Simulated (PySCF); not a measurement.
A GIAO shielding run with PySCF (density fitting, non-relativistic, gas phase) on `[C@]1(OC)(F)CCCCOC1`, C₇H₁₃FO₂:

```
$ OMP_NUM_THREADS=1 python probes_run.py task.json out

{"job": {"kind": "nmr", "xc": "PBE0", "basis": "pcSseg-1"}, "charge": 0, "multiplicity": 1}
C      3.115030    -0.275906     0.567044
O      1.857973    -0.631928     1.089078
C      0.749896    -0.311502     0.333475
F      0.846086    -0.996389    -0.881920
C     -0.467304    -0.837450     1.080066
C     -1.684237    -1.111656     0.201601
C     -2.374848     0.117169    -0.378296
C     -1.443179     1.096288    -1.072281
O     -0.590721     1.719633    -0.136961
C      0.687158     1.188370     0.001406
H      3.868648    -0.786434     1.180819
H      3.224736    -0.607217    -0.477946
H      3.303533     0.810870     0.624390
H     -0.706300    -0.129455     1.889417
H     -0.136694    -1.773334     1.554611
H     -1.369344    -1.779005    -0.616161
H     -2.415130    -1.681111     0.797511
H     -3.155174    -0.202478    -1.089636
H     -2.889502     0.673526     0.423772
H     -2.032315     1.896517    -1.549215
H     -0.858312     0.594857    -1.865339
H      1.151255     1.732395     0.837955
H      1.299060     1.360216    -0.906560
```

Hardware: 1 thread of an Arm Neoverse V2, shared host. The job also computes population analyses, field gradients, ring-centre shieldings.

(1) How large is the calculation?

(2) How long does it take, and how much memory does it need?

Results:

(1) 80 electrons, 235 basis functions and 1214 auxiliary functions.

(2) 67 s of wall time, with 14 SCF cycles and 4 response iterations; peak memory 1.2 GiB. Times on a shared host scatter by some tens of per cent.
